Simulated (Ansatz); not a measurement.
```xyz
8

F     1.692    1.479   -0.268
Si    0.790    0.274   -0.829
Si   -0.790   -0.274    0.829
F    -1.691   -1.480    0.268
H     0.136    0.731   -2.083
H     1.686   -0.871   -1.134
H    -0.135   -0.729    2.083
H    -1.687    0.870    1.134
```

The species carries charge 0 and has multiplicity 1.

Question: List the PBE/def2-TZVPP orbital energies in eV (the Gaussian-basis code of Ansatz). (Best estimate.)

Answer: Computed: Occupied: -1780.71, -1780.71, -660.03, -660.03, -138.37, -138.37, -95.17, -95.17, -95.07, -95.06, -95.06, -95.06, -29.70, -29.69, -14.40, -13.30, -11.15, -11.15, -10.89, -10.75, -10.70, -10.12, -8.60, -8.26, -7.18. Lowest empty: -2.20, -0.66, 0.01, 0.08, 0.45, 1.35, 2.22, 2.82.
